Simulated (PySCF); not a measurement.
Geometry:
```
atom   x (Å)   y (Å)   z (Å)
  F1   2.408  -1.368   0.013
  C2   1.238  -0.737   0.004
  C3   1.122   0.598   0.049
  C4  -0.192   1.186   0.035
  S5  -0.441   2.810   0.090
  C6  -1.271   0.233  -0.028
  C7  -1.022  -1.085  -0.069
  O8   0.227  -1.609  -0.055
  H9   1.994   1.228   0.095
 H10  -2.283   0.602  -0.042
 H11  -1.775  -1.855  -0.117
```

Geometry: GFN2-xTB; GIAO shifts from PySCF, gas phase, non-relativistic, averaged over equivalent atoms.

At CAM-B3LYP/6-31G (82 basis functions, 13 s wall time on 1 thread of an Arm Neoverse V1, shared host):
| atoms | δ (ppm) |
| --- | --- |
| F1 | -85.6 |
| C4 | 212.1 |
| C2 | 163.0 |
| C7 | 142.1 |
| C6 | 127.8 |
| C3 | 110.7 |
| O8 | 205.3 |
| H11 | 7.66 |
| H10 | 7.34 |
| H9 | 7.04 |

δ = σ(ref) − σ, references computed at the same level: ¹⁹F (σ = 184.85 ppm) against CFCl3; TMS for ¹³C (σ = 200.28 ppm), ¹H (σ = 33.13 ppm); H2O for ¹⁷O (σ = 322.77 ppm).

Question: Predict the values at KT3/pcSseg-1 on the same geometry.

Answer: 
```tsv
atoms	δ at KT3/pcSseg-1	change
F1	-106.1	-20.5
C4	190.2	-21.9
C2	161.4	-1.6
C7	138.5	-3.6
C6	123.8	-4.0
C3	105.5	-5.2
O8	233.4	+28.1
H11	7.05	-0.61
H10	6.67	-0.67
H9	6.61	-0.43
```

Scale: ¹⁹F (σref 142.37) against CFCl3; TMS for ¹³C (σref 184.72), ¹H (σref 31.76); H2O for ¹⁷O (σref 330.79) (reference shieldings calculated alike).

The largest change is at O8 (ring oxygen). Cost: 158 basis functions, 25 s wall time on 1 thread of an Arm Neoverse V1, shared host. The order of the carbon signals is the same at both levels.

Unscaled 19F shifts against computed CFCl3 carry errors that often reach 10 to 50 ppm. Experimental scales use liquid or dissolved standards, which lie at an offset from isolated H2O (liquid H2O: subtract about 36 ppm).
